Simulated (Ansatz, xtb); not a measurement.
## Relative energy of two isomers of C5H2FNSe

Structure X: `N#Cc1c[se]c(F)c1`, a singlet. Structure Y: `N#Cc1c[se]cc1F`, a singlet. Both are isolated molecules in the gas phase, relaxed with B3LYP-D3(BJ)/def2-SVP.

Energies in hartree; the thermal terms are from GFN2-xTB frequencies at re-optimised GFN2-xTB minima (ideal gas, soft modes damped towards free rotors, one conformer each, 298.15 K, 1 atm) and include the zero-point energy:

```
                               X            Y
E, CCSD(T)/def2-SVP  −2744.888130  −2744.893061
    E, MP2/def2-SVP  −2744.822065  −2744.827299
  E, MP2/def2-TZVPP  −2745.789052  −2745.793826
  zero-point energy      0.054115      0.053993
       H(298 K) − E      0.062330      0.062148
       G(298 K) − E      0.021278      0.021211
```

Task: Correct the CCSD(T) difference for the basis set by the MP2 change, then work out ΔE, ΔE₀, ΔH and ΔG for X → Y in kJ/mol (1 Eh = 2625.50 kJ/mol) and the equilibrium ratio [Y]/[X].

Result: 1. Differences Y − X: CCSD(T) −0.004931, MP2 in the small set −0.005234, MP2 in the large set −0.004774 Eh.
2. ΔE = −0.004931 + (−0.004774 − (−0.005234)) = −0.004471 Eh = −11.74 kJ/mol.
3. ΔE₀ = ΔE + ΔZPE = −0.004471 + (−0.000122) Eh = −12.06 kJ/mol.
4. ΔH = ΔE + (−0.000182) Eh = −12.22 kJ/mol.
5. ΔG = ΔE + (−0.000067) Eh = −11.91 kJ/mol, so ΔS = (ΔH − ΔG)/T = −1.0 J/(mol K).
6. kT = 0.9442 mEh, so K = [Y]/[X] = exp(−ΔG/kT) = exp(+4.81) ≈ 120.

Structure Y is favoured at this temperature. An error of 4 kJ/mol in ΔG would change K by a factor of 5. GFN2-xTB, HF/STO-3G found them nearly level. Mirror images and further conformers aren't counted.

As drawn, both hold the same kinds of bond in the same numbers.

Other levels gave ΔE = −0.7 (GFN2-xTB); +1.9 (HF/STO-3G, GFN2-xTB geometries); −12.7 (r2SCAN-D4/def2-SVP, GFN2-xTB geometries); −12.0 (B3LYP-D3(BJ)/def2-SVP); −15.2 (HF/def2-SVP); −13.7 (MP2/def2-SVP); −12.9 (CCSD(T)/def2-SVP) kJ/mol. The correlated steps freeze 16 core orbitals; the filled d shell of Se is correlated, in a basis made for valence electrons. Programs: Ansatz 0.2.0, xtb 6.7.1.
